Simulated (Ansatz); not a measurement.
Input and output for CH5ClInN, SMILES `C[NH][InH][Cl]`.

```yaml
crystal:
  periodic: [false, false, false]
  atoms:
    - {symbol: C, position_ang: [0.394639, 0.738579, -1.184832]}
    - {symbol: N, position_ang: [0.600876, -0.138619, 0.151151]}
    - {symbol: In, position_ang: [-0.871591, -0.620026, 1.535403]}
    - {symbol: Cl, position_ang: [-3.000338, -0.002507, 0.092601]}
    - {symbol: H, position_ang: [1.152702, 0.006502, -1.495759]}
    - {symbol: H, position_ang: [-0.500233, 0.649443, -1.397723]}
    - {symbol: H, position_ang: [1.361923, 1.343740, -1.061701]}
    - {symbol: H, position_ang: [1.335486, -0.341400, 0.470324]}
    - {symbol: H, position_ang: [-1.204249, -1.404713, 3.096058]}
basis:
  gaussian: {orbitals: def2-TZVPD}
magnetization: {spin_polarized: true, initial_magnetization: 2}
hamiltonian: {xc: {name: B2PLYP}, pseudopotentials: {relativity: scalar}}
output: {forces: true}
```

```sh
$ ansatz run in.yaml --threads 4 --pin off --events-out ev --progress --plain --max-ram 10444MiB
```

Shortened log:

```
Functional definition: B2PLYP
1633 factors; integrals over basis functions are off by at most 1.1e-3 eV
mean field evaluation 1: about -20307.0264 eV, gradient 4.0e1 eV
mean field evaluation 2: about -20307.0439 eV, gradient 4.0e1 eV
mean field evaluation 4: about -20315.1254 eV, gradient 7.8e0 eV
mean field evaluation 8: about -20315.9796 eV, gradient 8.8e-1 eV
mean field evaluation 16: about -20316.0286 eV, gradient 7.8e-2 eV
mean field evaluation 32: about -20316.0296 eV, gradient 6.1e-5 eV
mean field -20316.02959363 eV, -746.6003168665 hartree, gradient 9.1e-6 eV, S^2 2.019629; 3 other end points of the search recorded, 0 dependent functions left out
11 core orbitals not correlated: weight in the atoms' cores, before any rotation towards them, 1.000 or more for the frozen orbitals, at most 0.000 for the correlated occupied ones
reference -20316.02978772 eV, -746.6003239991 hartree; 18, 16 occupied and 192, 194 virtual orbitals, 1633 factors
second order -27.37732727 eV of doubles, -0.00000000 eV of singles
Total energy: -20323.42166608 eV, -746.8719705185 hartree
Relativity: scalar
Atom 0 at     0.394639     0.738579    -1.184832 Å, force    13.871375    -2.593579     6.329571 eV/Å
Atom 1 at     0.600876    -0.138619     0.151151 Å, force   -14.405231     5.381908    -8.382309 eV/Å
Atom 2 at    -0.871591    -0.620026     1.535403 Å, force    -3.089347     0.594122     1.581221 eV/Å
Atom 3 at    -3.000338    -0.002507     0.092601 Å, force     1.030516    -0.410002     0.478454 eV/Å
Atom 4 at     1.152702     0.006502    -1.495759 Å, force    -0.835252    -1.009416    -2.437501 eV/Å
Atom 5 at    -0.500233     0.649443    -1.397723 Å, force    -8.554145     0.423447    -2.573864 eV/Å
Atom 6 at     1.361923     1.343740    -1.061701 Å, force    -2.694443     1.494136    -0.457706 eV/Å
Atom 7 at     1.335486    -0.341400     0.470324 Å, force    14.929911    -3.159066     5.165511 eV/Å
Atom 8 at    -1.204249    -1.404713     3.096058 Å, force    -0.253383    -0.721549     0.296624 eV/Å
Dipole moment:     1.563967     0.018274    -0.513192 e Å
```

It took 19 s on 4 threads of an Intel Xeon 6975P-C on a shared host, with 1.2 GiB of host memory at the peak.
